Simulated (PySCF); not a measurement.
**Working with the constants of Be₂**

PBE0 constants of Be₂, singlet, closed shell (Be def2-TZVP; no relativity (PySCF 2.14); masses 9.0122 and 9.0122 u):

| Property | Result |
| --- | --- |
| ωe | 294.9 cm⁻¹ |
| ωexe | 9.05 cm⁻¹ |
| Be | 0.59053 cm⁻¹ |
| αe | 0.0200 cm⁻¹ |
| De to Be + Be | 0.278 eV |

Question: What force constant and bond length do these constants imply?

Answer: Reduced mass μred = 4.5061 u; k = 5.8918×10⁻⁷·μred·ωe² (u, cm⁻¹, mdyn/Å) = 0.231 mdyn/Å; Re = √(16.8576/(μred·Be)) (u, cm⁻¹, Å) = 2.517 Å.

Question: Estimate the centrifugal constant D from the Kratzer relation and find the Dunham coefficient a1.

Answer: D = 4Be³/ωe² = 9.47e-06 cm⁻¹; a1 = −1 − αeωe/(6Be²) = -3.82.

Closed-shell solutions of metal pairs were not tested for spin polarisation, which can lower them a little. The bond is weak. Basis-set superposition, not corrected here, can be much of De in a small basis, most of all at correlated wavefunction levels. Functionals without a dispersion term scatter widely for such bonds, and LDA overbinds them.
